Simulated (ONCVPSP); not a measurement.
# Transferability test, ONCV potential for fluorine (F)

fluorine (F), optimised norm-conserving Vanderbilt (ONCV), made with ONCVPSP 4.0.1 (PBE, scalar-relativistic). Core [He], reference 2s2 2p5. Waves: 2s: rc 0.75 bohr, ncon 4, nbas 7, qcut 15.4 1/bohr, 2 projectors, debl 3.3 Ha; 2p: rc 1.15 bohr, ncon 4, nbas 7, qcut 18.9 1/bohr, 2 projectors, debl 0.7 Ha. Local part: polynomial inside 0.55 bohr (lpopt 5, dvloc0 1 Ha). Core correction: Teter function, fcfact 4.5, rcfact 1.65.

Energies are relative to the spin-unpolarised reference configuration 2s2 2p5; without spin polarisation the order of configurations can differ from experiment.

```json
{"valence configuration": "2s2 2p3", "charge": "+2", "ΔE all-electron (eV)": "57.775", "error AE − PS (meV)": "+22"}
{"valence configuration": "2s2 2p2", "charge": "+3", "ΔE all-electron (eV)": "118.412", "error AE − PS (meV)": "+102"}
{"valence configuration": "2s2 2p4.5", "charge": "+0.5", "ΔE all-electron (eV)": "7.543", "error AE − PS (meV)": "-0.2"}
```

Task: What are ΔE and the potential's error for 2s2 2p4?

Result: ΔE = 19.390 eV all-electron; the error (AE − PS) is +1.5 meV.

Levels in the configuration 2s2 2p4:

```tsv
level	all-electron (eV)	pseudo (eV)
2s	-47.388	-47.386
2p	-28.309	-28.300
```
